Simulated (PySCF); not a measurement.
**Where the electron goes**

Species: C₄H₉ClOSi.
Structure used (PBE0-D3(BJ)/def2-SVP), in Å, numbered top down from 1:
```xyz
16
C4H9ClOSi angstrom
C     -2.4103    0.5726    0.3086
C     -1.6173   -0.4225   -0.0983
C     -0.5286   -1.0505    0.7079
Si     1.1695   -0.6079    0.0386
O      1.2383   -1.1731   -1.5264
C      1.4048    1.2684   -0.0198
Cl     2.8603    1.6002   -1.0282
H     -3.1689    1.0032   -0.3497
H     -2.3359    0.9875    1.3195
H     -1.7285   -0.8021   -1.1215
H     -0.6049   -2.1522    0.6859
H     -0.5812   -0.7429    1.7664
H      2.2512   -1.1877    0.8932
H      1.9275   -0.7536   -2.0554
H      1.5714    1.7278    0.9651
H      0.5484    1.7668   -0.4971
```

The calculation used TDDFT wB97X-D/def2-SVPD, vertical, gas phase, core orbitals frozen in the response (PySCF).

Frontier orbitals with the atoms that hold most of them (Löwdin shares over 4%, at most four atoms; ? is withheld):

| orbital | ε (eV) | atoms |
| --- | --- | --- |
| HOMO-3 | -10.99 | O5 31%, Cl7 16%, Si4 12%, H13 11% |
| HOMO-2 | -10.69 | Cl7 75%, C6 13%, H15 4% |
| HOMO-1 | -10.12 | ? |
| HOMO | ? | ? |
| LUMO | 1.47 | Cl7 25%, C2 13%, C6 12%, C1 11% |
| LUMO+1 | 1.83 | Cl7 18%, C1 17%, C2 12%, Si4 11% |
| LUMO+2 | 2.16 | Cl7 16%, Si4 16%, O5 14%, C2 10% |

Problem. Give the leading atoms of the HOMO-1.

Solution. Cl7 (bonded to C) 40%; C6 (bonded to Cl, Si and 2 H) 21%; Si4 (bonded to 2 C, O and H) 12%; O5 (bonded to Si and H) 11%.

Problem. Which atoms hold the HOMO, and with what shares?

Solution. C1 (bonded to C and 2 H) 33%; C2 (bonded to 2 C and H) 27%; C3 (bonded to C, Si and 2 H) 13%; Si4 (bonded to 2 C, O and H) 7%. By element: carbon 74% or more, silicon 7%.

Problem. What is the HOMO energy, and the HOMO–LUMO gap?

Solution. ε(HOMO) = -9.15 eV; the gap is 10.63 eV (0.3906 hartree).

Problem. The HOMO–LUMO gap is 10.63 eV. Where does the response calculation put the lowest singlet, and from which orbitals?

Solution. S1 is at 6.56 eV (f = 0.103), 4.06 eV below the gap, made of HOMO→LUMO (63%), HOMO-1→LUMO (17%). Without the coupling terms of the response equations the lowest excitation would equal the gap.

Next come S2 at 6.87 eV (f 0.184), HOMO-1→LUMO (35%), HOMO→LUMO+1 (22%), HOMO→LUMO (21%); S3 at 7.11 eV (f 0.074), HOMO→LUMO+1 (57%), HOMO-1→LUMO (9%), HOMO→LUMO+5 (9%); S4 at 7.24 eV (f 0.0032), HOMO-2→LUMO (55%), HOMO-2→LUMO+1 (24%); S5 at 7.58 eV (f 0.086), HOMO→LUMO+2 (47%), HOMO→LUMO+4 (8%).

Löwdin shares depend on the basis, the more so with diffuse functions.

Time: 95 s wall; peak memory 1.0 GiB. Hardware: an AMD EPYC 9R45 with one thread, shared host with 96 logical CPUs at a one-minute load of 36.

One conformer stands for the species.
